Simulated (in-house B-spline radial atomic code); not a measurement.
Atomic self-consistent-field run: Hf⁴⁺ (with a hole in an inner shell). Computed with an all-electron radial atomic-structure program (B-spline basis): Dirac-Hartree-Fock, average of the jj configuration, Fermi nucleus of rms radius 5.347 fm.

In the input, a minus or plus after the letter marks the j = l - 1/2 or j = l + 1/2 subshell.

Command:
```bash
python run_scf.py task.json out
```
Settings (nuclear radius in fm, mass in u):
```
Z                72
configuration    1s2 2s2 2p6 3s2 3p6 3d10 4s1 4p6 4d10 4f-5 4f+8 5s2 5p6 5d2
hamiltonian      dirac
method           hf
spin_polarised   False
nucleus          fermi
rms_radius       5.347
atomic_mass      179.94656
speed_of_light   137.035999084
```

Output (hartree, bohr):
```
 radial grid: 69 intervals, B-splines of order 8, outer radius 30.8511 bohr

 iter        energy (Eh)    residual
    1      -15060.616457    6.15e-01
    2      -15062.246113    3.88e-01
    3      -15064.871601    3.49e-02
    4      -15064.884209    1.28e-02
    5      -15064.886525    2.19e-03
    6      -15064.886604    1.56e-04
    7      -15064.886605    1.50e-04
    8      -15064.886605    2.09e-05
    9      -15064.886605    2.21e-06
   10      -15064.886605    2.18e-07

 total energy                    -15064.88661
 kinetic                           16837.6118
 electron-nucleus                 -37366.5113
 electron-electron                  5464.0129

 first-order corrections (not in the total)
   Gaunt                            17.4338
   retardation                      -1.8457
   frequency dependence             -0.2906
   self-energy                      12.5739
   Uehling                          -2.2895
   Wichmann-Kroll                    0.0872
   recoil                            0.0285

 orbital      occ     eigenvalue          <r>       <r^2>       <1/r>       <r^4>     <1/r^3>       r_max    small
 1s1/2      2.000     -2419.1934    0.0189866 0.000495032     83.7754 6.62894e-07           -      0.0119  7.33e-02
 2s1/2      2.000      -420.7481    0.0797191  0.00757487     20.3224 0.000100183           -      0.0682  1.66e-02
 2p1/2      2.000      -401.1047    0.0661958  0.00544498     20.2497 6.10558e-05           -     0.05098  1.66e-02
 2p3/2      4.000      -357.1996    0.0738803  0.00664598       17.22 8.68045e-05     14815.6     0.05757  1.51e-02
 3s1/2      2.000       -99.9637     0.207818   0.0495253     7.46334  0.00371794           -      0.1921  5.43e-03
 3p1/2      2.000       -91.3086     0.197818   0.0455953     7.37481  0.00329889           -      0.1803  5.37e-03
 3p3/2      4.000       -81.7605        0.212   0.0521684     6.59846  0.00428222     3333.41      0.1938  4.94e-03
 3d3/2      4.000       -67.2359     0.186236   0.0407551     6.47216  0.00295394     570.373      0.1524  4.80e-03
 3d5/2      6.000       -65.2042     0.190708   0.0426123     6.28426  0.00320759     490.128      0.1562  4.68e-03
 4s1/2      1.000       -23.2427      0.46856      0.2483     3.11275   0.0905193           -      0.4377  1.75e-03
 4p1/2      2.000       -19.3881     0.473499     0.25512      3.0082   0.0969503           -      0.4382  1.67e-03
 4p3/2      4.000       -17.1928     0.504115    0.288953     2.75173    0.124355     760.477      0.4659  1.52e-03
 4d3/2      4.000       -11.2791     0.523504    0.317436     2.53667     0.16239     114.199      0.4647  1.33e-03
 4d5/2      6.000       -10.9393     0.534174    0.330342     2.47406    0.175785     96.6485      0.4738  1.29e-03
 4f5/2      5.000        -3.4868     0.608516     0.45576     2.04869     0.45116     17.7211      0.4457  9.27e-04
 4f7/2      8.000        -3.4353     0.615483    0.466245     2.02473     0.47229     17.0034      0.4505  9.11e-04
 5s1/2      2.000        -4.8353      1.10663     1.37414     1.21652       2.751           -       1.005  3.97e-04
 5p1/2      2.000        -3.6458      1.20302     1.63018     1.09871        3.96           -       1.071  3.28e-04
 5p3/2      4.000        -3.2974      1.28532     1.85923     1.01371     5.13983     111.525       1.144  2.90e-04
 5d3/2      0.800        -1.8249      1.66941     3.18264    0.765387     16.0758     10.3692       1.414  1.71e-04
 5d5/2      1.200        -1.7980        1.701     3.30086    0.749039     17.2221      8.7273       1.444  1.65e-04
```

Run time, properties included: 1.5 s on 1 thread of Arm Neoverse V1, on a shared host.

For the Dirac Hamiltonian the kinetic term is c α·p + (β - 1)c².
